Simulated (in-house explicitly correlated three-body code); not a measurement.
Computed with an exponentially correlated three-body code. Model: two electrons around a point charge, non-relativistic, variational in 260 exponentially correlated functions (energies converged to about 1e-7 hartree, or 1e-8 relative for large Z).

For two electrons in a singlet the Kohn-Sham orbital is the square root of half the density, so the exact Kohn-Sham potential and energy parts follow from the density alone, and exchange is minus half the Hartree energy. The Kohn-Sham level equals minus the binding energy of the second electron.

Command:
```bash
python run_hyl.py task.json out
```
Settings (lengths in bohr, energies in hartree):
```
Z                      1.48
interaction_strength   1
functions              260
states_tried           13
```

Run time, properties included: 30 s on 1 thread of Intel(R) Xeon(R) Platinum 8488C (Sapphire Rapids), with other jobs on the host.

**Those bound S and P states to n = 4 that converged, binding against the one-electron ion.**

Given: nuclear charge 1.48.

Computed: one-electron threshold -1.0952 hartree.

```
term  energy (hartree)  binding (eV)  quantum defect
1 1S         -1.418138        8.7876         0.40274
2 3S       -1.14428266        1.3356         0.46799
2 1S                 ?             ?               ?
2 3P       -1.12543832       0.82283        0.048146
2 1P       -1.12399217       0.78347      -0.0002721
3 3S       -1.11304848       0.48568         0.45946
3 1S       -1.11056702       0.41816         0.26201
3 3P       -1.10846559       0.36098        0.053117
3 1P       -1.10798415       0.34787      -0.0018595
4 3S       -1.10437787       0.24974         0.45713
4 1S       -1.10343355       0.22405         0.25947
4 3P                 ?             ?               ?
4 1P       -1.10239147       0.19569      -0.0023702
```

Q: What belongs in the row 2 1S?

A: energy (hartree): -1.13371837; binding (eV): 1.0481; quantum defect: 0.27061.

Q: What belongs in the row 4 3P?

A: energy (hartree): -1.10260112; binding (eV): 0.20139; quantum defect: 0.054722.

**Converged states only, values per electron or pair.**

```
term  mean r (bohr)  mean r squared (bohr²)  mean inverse r (1/bohr)  mean r12 (bohr)  mean inverse r12 (1/bohr)  mean cosine  mean p1 dot p2 (bohr⁻²)  delta r1 (bohr⁻³)  delta r12 (bohr⁻³)
1 1S         1.3823                  2.7053                   1.1685           2.1527                    0.62256    -0.083907                  0.09305            0.65126            0.027052
2 3S         4.2362                  33.718                  0.82737            7.563                    0.16044    -0.015718                0.0027101             0.5244                   -
2 1S          5.255                  53.367                  0.81128            9.573                    0.13394    -0.011536                0.0035898             0.5221           0.0012084
2 3P         5.3731                  58.219                  0.80409           9.8145                    0.12924    -0.016842               -0.0085971            0.51375                   -
2 1P         5.7282                  66.036                  0.79965           10.509                    0.11898   -0.0078943                0.0056112            0.51589          3.8628e-05
3 3S         10.629                  234.59                  0.77389           20.281                   0.064618   -0.0036643               0.00061427            0.51785                   -
3 1S         12.266                  314.99                  0.76977           23.549                   0.057389   -0.0030883               0.00091802            0.51752          0.00031255
3 3P              ?                       ?                        ?                ?                          ?            ?                        ?                  ?                   -
3 1P         13.554                  392.64                  0.76652           26.121                   0.052934   -0.0022105                0.0018676            0.51594          1.3259e-05
4 3S              ?                       ?                        ?                ?                          ?            ?                        ?                  ?                   -
4 1S         22.402                  1079.6                  0.75628           43.806                   0.031707   -0.0012336                0.0003617            0.51658          0.00012365
4 3P         23.762                  1229.4                  0.75556           46.527                   0.031249   -0.0020882               -0.0011742            0.51564                   -
4 1P         24.501                  1306.4                  0.75493           48.004                   0.029819  -0.00091544               0.00081555            0.51597            5.86e-06
```

Q: What belongs in the row 3 3P?

A: mean r (bohr): 13.003; mean r squared (bohr²): 361.8; mean inverse r (1/bohr): 0.76797; mean r12 (bohr): 25.024; mean inverse r12 (1/bohr): 0.056252; mean cosine: -0.0049893; mean p1 dot p2 (bohr⁻²): -0.0027446; delta r1 (bohr⁻³): 0.51524.

Q: What belongs in the row 4 3S?

A: mean r (bohr): 20.146; mean r squared (bohr²): 870.28; mean inverse r (1/bohr): 0.75789; mean r12 (bohr): 39.297; mean inverse r12 (1/bohr): 0.034633; mean cosine: -0.0013744; mean p1 dot p2 (bohr⁻²): 0.00022864; delta r1 (bohr⁻³): 0.51664.

**Exact Kohn-Sham parts of the ground state from its density.**

Computed: total energy -1.418138 hartree; Kohn-Sham kinetic 1.3847 hartree; Hartree energy 1.3939 hartree; exchange energy -0.69695 hartree; DFT correlation energy -0.040924 hartree; kinetic part of the DFT correlation energy 0.033474 hartree; potential part of the DFT correlation energy -0.074398 hartree; exact minus restricted Hartree-Fock -0.040717 hartree; Kohn-Sham level -8.7876 eV; dipole polarisability 7.3811 bohr³.

Q: What is the restricted Hartree-Fock level?

A: -9.2237 eV.

Q: What is the C6 of two such species?

A: 17.097 hartree·bohr⁶.

**Density and exact potentials over r, pair density (one pair, times 4 pi r12^2) and exact minus Kohn-Sham pair density over r12.**

```csv
radius (bohr),radial density (electrons/bohr),exchange potential (hartree),intracule density (1/bohr),Coulomb hole against Kohn-Sham (1/bohr),correlation potential (hartree)
0.138,0.20811,-1.1472,0.0072067,-0.007676,-0.054
0.162,0.26759,-1.1401,0.010059,-0.01029,-0.05
0.191,0.34223,-1.1306,0.01417,-0.01379,-0.046
0.225,0.43096,-1.1183,0.019915,-0.0183,-0.041
0.264,0.53117,-1.1029,0.02772,-0.02384,-0.034
0.311,0.64586,-1.083,0.038796,-0.0308,-0.027
0.366,0.76752,-1.0582,0.053931,-0.03897,-0.018
0.431,0.89017,-1.0276,0.074528,-0.04811,-0.008
0.507,1.0026,-0.99087,0.10171,-0.05742,0.002
0.597,1.0941,-0.94717,0.13708,-0.06572,0.013
0.703,1.1511,-0.89659,0.18115,-0.071,0.022
0.827,1.1624,-0.83987,0.23291,-0.0709,0.029
0.973,1.1219,-0.77749,0.28975,-0.06319,0.034
1.15,1.0264,-0.70894,0.34708,-0.04621,0.035
1.35,0.89162,-0.64073,0.39165,-0.02258,0.032
1.59,?,?,?,?,?
1.87,0.55122,-0.50288,0.40627,0.02728,0.02
2.2,0.38644,-0.43842,0.36148,0.03965,0.014
2.59,0.24646,-0.37869,0.28663,0.0388,0.008
3.04,?,?,?,?,?
3.58,0.071762,-0.2782,0.1181,0.01435,0.002
4.22,0.030865,-0.23662,0.057568,0.004108,0.001
4.96,0.011288,-0.20152,0.022957,-0.0003623,0
```

Q: What belongs in the row 1.59?

A: radial density (electrons/bohr): 0.72545; exchange potential (hartree): -0.57068; intracule density (1/bohr): 0.4151; Coulomb hole against Kohn-Sham (1/bohr): 0.004445; correlation potential (hartree): 0.027.

Q: What belongs in the row 3.04?

A: radial density (electrons/bohr): 0.14254; exchange potential (hartree): -0.32584; intracule density (1/bohr): 0.19995; Coulomb hole against Kohn-Sham (1/bohr): 0.02812; correlation potential (hartree): 0.004.

The correlation energy of density-functional theory lies 0.21 millihartree below exact minus Hartree-Fock, because the Hartree-Fock density, unlike the exact one, minimises the Hartree-Fock energy.
